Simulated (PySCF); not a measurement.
H6AlO2Si2, charge +1, singlet, geometry from GFN2-xTB (such geometries of metal compounds can be far from the true shape), with bond 11-8 at 1.6 times its length. Base run: B3LYP/3-21G in PySCF.

Geometry (Å):
```xyz
11

Al     0.0000     0.0000     0.0000
O     -1.3508     0.1685     0.8624
Si    -2.8184     0.3515     1.7995
H     -2.6094    -0.6480     2.8436
H     -3.8317     0.0402     0.7949
H     -2.7161     1.7498     2.2082
O      1.3508    -0.1685    -0.8624
Si     2.8184    -0.3515    -1.7995
H      2.3719    -1.2735    -2.8404
H      3.7258    -0.8968    -0.7935
H      3.2043     1.8562    -2.4610
```
Charge +1, spin multiplicity 1.
All else is at PySCF's defaults.
Base energy -970.05135 Eh.

Each row names what was changed in the base input (with any setting that the change needs).

| change | ΔE vs base (mEh) | SCF cycles | outcome |
|---|---|---|---|
| base | 0.000 | 10 | converged |
| init_guess = mod_huckel | 0.000 | 10 | converged |
| conv_tol = 1e-4 | 0.008 | 7 | converged |
| conv_tol = 1e-12 | 0.000 | 12 | converged |
| level_shift = 0.5 (with mf.max_cycle = 100) | 0.000 | 29 | converged |
| init_guess = atom | 0.000 | 11 | converged |
| level_shift = 0.1 (with mf.max_cycle = 100) | 0.000 | 12 | converged |
| diis = off; damp = 0.3 (with mf.diis_start_cycle = 200; with mf.max_cycle = 150) | - | 150 | not converged |
| diis_space = 2 | - | 50 | not converged |
| DIIS = ADIIS | 0.000 | 20 | converged |
| conv_tol = 1e-11 | 0.000 | 11 | converged |
| solver = newton; init_guess = 1e | 0.000 | - | converged |
| damp = 0.5; diis_start_cycle = 5 | 0.000 | 12 | converged |
